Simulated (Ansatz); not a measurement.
Start from `[NH2][GeH2][O][GeH2][NH2]` and change one atom or group to get `[NH2][GeH2][O]BF`.

Ansatz, PBE0-D4/def2-TZVP geometries, multiplicity 1. Each molecule was computed in one conformer, which needn't be the lowest.

Scalar relativity is left out up to krypton.

```tsv
property	`[NH2][GeH2][O][GeH2][NH2]`
HOMO–LUMO gap (ωB97M-V/def2-TZVPP) / eV	11.47
LUMO energy (PBE/def2-TZVPP) / eV	-0.44
HOMO–LUMO gap (B3LYP/def2-TZVPP) / eV	7.06
size of the dipole moment (ωB97M-V/def2-TZVPP) / D	2.48
size of the dipole moment (PBE/def2-TZVPP) / D	2.41
HOMO energy (ωB97M-V/def2-TZVPP) / eV	-9.62
```

(1) What does the change do to each property? (An estimate is asked.)

## Answers

(1) Computed: 
```
                                          property  `[NH2][GeH2][O]BF`  shift
           HOMO–LUMO gap (ωB97M-V/def2-TZVPP) / eV               12.30   0.83
                 LUMO energy (PBE/def2-TZVPP) / eV               -0.51  -0.07
             HOMO–LUMO gap (B3LYP/def2-TZVPP) / eV                7.83   0.77
size of the dipole moment (ωB97M-V/def2-TZVPP) / D                2.43  -0.05
    size of the dipole moment (PBE/def2-TZVPP) / D                2.43   0.02
             HOMO energy (ωB97M-V/def2-TZVPP) / eV              -10.48  -0.86
```

Dipoles are sizes alone; their direction can turn.

B3LYP here is the variant with VWN-RPA as its local correlation; programs differ in this.
